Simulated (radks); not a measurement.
Results of a calculation; reference values are marked as such.
Q: K10+, configuration [He] 2s2 2p5. Level of theory: scalar-relativistic Kohn-Sham, r2SCAN, spin-unpolarised, spherical densities, finite nucleus; meta-GGA in the generalised Kohn-Sham scheme; Fermi nuclear charge, rms radius 3.4349 fm (a radial shooting solver on a logarithmic mesh with Libxc functionals). Some entries of the table are withheld. Estimate them.

orbital,occ.,eigenvalue (Ry),r(max) (bohr),<r^2> (bohr^2)
1s,2,-281.4560,0.05301,0.008810
2s,2,(1),0.3119,0.1647
2p,5,-39.77059,0.2557,0.1365
3s,0,-15.27901,0.9212,(2)
3p,0,-13.84815,0.9189,1.144
3d,0,(3),0.7694,1.005

A: 
(1) 2s eigenvalue (Ry): -44.98564
(2) 3s <r^2> (bohr^2): 1.119
(3) 3d eigenvalue (Ry): -12.00244
